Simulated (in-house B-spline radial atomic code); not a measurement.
## Ionising Ar⁶⁺ with different functionals

Computed with an all-electron radial atomic-structure program (B-spline basis): scalar-relativistic (spin-free X2C) Hamiltonian, Fermi nucleus of rms radius 3.4274 fm, spin-polarised at highest spin, spherical fractional occupations for the functionals, and exact exchange of hybrids averaged over the configuration. The ionisation energy is the difference of two self-consistent energies, [Ne] 3s2 → [Ne] 3s1, without Breit or QED terms; ε is the level of the shell that loses the electron (its least bound occupied spin orbital).

```csv
method,rung,ΔSCF (eV),-ε(3s) (eV)
PBE0,global hybrid,124.05,117.92
B3LYP,global hybrid,124.41,117.75
TPSSh,global hybrid,123.86,116.88
BHandHLYP,global hybrid,124.01,119.79
r2SCAN0,global hybrid,123.32,118.10
B97-1,global hybrid,124.41,117.56
HSE06,range-separated hybrid,124.09,117.57
wB97X,range-separated hybrid,?,?
CAM-B3LYP,range-separated hybrid,?,?
LC-wPBE,range-separated hybrid,124.27,121.27
```

**Question.** What does CAM-B3LYP give?

**Answer.** ΔSCF 124.40 eV, and -ε(3s) = 119.66 eV.

**Question.** What does wB97X give?

**Answer.** ΔSCF 123.40 eV, and -ε(3s) = 120.72 eV.

**Question.** Among the functionals, which spreads more, the ΔSCF values or the orbital energies?

**Answer.** The orbital energies: ΔSCF values span about 1.10 eV and the orbital energies 4.39 eV; here energy differences depend much less on the functional than eigenvalues do.

**Question.** How do they compare with the NIST value?

**Answer.** NIST lists 124.41 eV ± 0.06 (semi-empirical, ground level to ground level). Errors run from -1.09 to +0.00 eV; B3LYP is closest (+0.00 eV), though others lie within the uncertainty of it, and part of that can be cancellation, since the calculations leave out Breit-QED terms, the near-degeneracy of s² and p².
